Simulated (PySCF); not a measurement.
**Calculated properties of `O=C(O)CCC1C=C1`**

C6H8O2.
Z-matrix (Å and degrees, GFN2-xTB geometry), rows numbered from 1:
```
O 
C   1  1.2009
O   2  1.3417  1  122.20
C   2  1.5070  1  126.21  3  -178.63
C   4  1.5305  2  111.70  1   -34.83
C   5  1.5172  4  111.39  2   -70.47
C   6  1.5002  5  120.71  4    86.67
C   7  1.2990  6   64.30  5   106.69
H   3  0.9704  2  110.49  1    -0.57
H   4  1.0902  2  108.65  1  -158.05
H   4  1.0934  2  106.83  1    85.49
H   5  1.0927  4  108.94  2   168.32
H   5  1.0913  4  108.86  2    50.15
H   6  1.0895  5  113.14  4   -62.70
H   7  1.0612  6  145.10  8  -178.30
H   8  1.0619  6  144.90  7   179.55
```

Among its groups: carboxylic acid, C=C double bond and cyclopropene ring.

From GFN2-xTB geometry:

| Property | Result |
| --- | --- |
| Point group of the GFN2-xTB geometry | C1 |
| Rotational constants A, B, C of the GFN2-xTB geometry | 3.945, 1.354, 1.209 GHz |

From CAM-B3LYP/def2-SVPD ground state and vertical TDDFT (core frozen in the response) (PySCF):

| Property | Result |
| --- | --- |
| Dipole moment | 1.29 D |
| HOMO energy | -8.56 eV |
| LUMO energy | 1.05 eV |
| HOMO–LUMO gap | 9.61 eV |
| Lowest singlet excitation | 5.91 eV (210 nm, f = 0.000) |
| Strongest line among the 8 lowest singlet transitions | S3 at 6.41 eV (193 nm, f = 0.067) |
| Lowest triplet excitation (Tamm–Dancoff) | 4.10 eV |
| Static isotropic polarisability | 73.0 au |
| Electronic spatial extent ⟨r²⟩ about the centre of nuclear charge | 1022 bohr² |

Monoisotopic mass from the formula: 112.0524 u.

The vertical singlet–triplet gap S1 − T1 is 1.81 eV (TDDFT singlet less Tamm–Dancoff triplet). The rotational constants make it an asymmetric top with κ = (2B − A − C)/(A − C) = -0.89, nearer the prolate limit (−1). The polarisability is 10.82 Å³ as a volume (1 au = 0.148185 Å³), or 1.22 au for each of the 60 electrons. The principal polarisabilities are 61.7, 74.7 and 82.7 au; their mean is the isotropic value. With B = h/(8π²I), that is 505.379 GHz u Å² over I, the principal moments of inertia are 128.1, 373.3 and 418.1 u Å² (most abundant isotopes); the inertial defect Ic − Ia − Ib is -83.3 u Å² (zero for a rigid planar frame, negative otherwise). No computed singlet falls in the visible range (750 to 380 nm, 1.65 to 3.26 eV); S1 lies 2.65 eV above its blue end. The largest Löwdin shares of the HOMO are 0.29 on C8, 0.29 on C7, 0.15 on C6 and 0.09 on C5.

Geometry: GFN2-xTB, one conformer, isolated molecule.

For the TDDFT job (CAM-B3LYP/def2-SVPD), time: 84 s of wall time. Hardware: one thread, Arm Neoverse N1, on a shared host.
